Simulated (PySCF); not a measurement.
**State search for MgBe⁺**

Unrestricted PBE0; Mg cc-pVDZ, Be cc-pVDZ; no relativity (PySCF 2.14). Outer shells of the fragments: Mg+ 3s1; Be 2s2.

Followed along the bond (rough minima from three points):

```csv
2Ms+1,unpaired,⟨S²⟩ at the start,R at minimum (Å),Te (eV)
2,σ ↑,0.78,2.64,0.00
4,"σ ↑↑, π ↑",3.75,none in the scan,≤ 3.26
```

Solutions found at the starting distance of 2.415 Å, counted from the lowest of them; the search is not exhaustive and high or unbound solutions are not listed, so other states can lie among these:

```tsv
2Ms+1	unpaired	term	E (eV)	⟨S²⟩	⟨Lz²⟩	μ (D)
2	σ ↑	²Σ⁺	0.00	0.78	0.00	0.20
2	π ↑	²Π	1.68	0.79	1.00	-0.95
4	σ ↑↑, π ↑	⁴Π	3.41	3.75	1.00	-0.01
4	σ ↑↑↑	⁴Σ⁺	3.80	3.75	0.00	1.30
2	σ ↑↑, π ↓	mixed	4.59	1.75	1.00	0.19
4	σ ↑, π ↑↑	⁴Σ⁻	4.87	3.75	0.00	-1.69
```

A term symbol is given only where ⟨S²⟩ and ⟨Lz²⟩ are close to those of a pure state; real π, δ and φ orbitals otherwise mix terms. A positive dipole points towards Be; it is taken about the centre of mass and depends on that origin.

Counting both spins, an empty level lies below a filled one in some of these solutions, because spin and occupation are held.
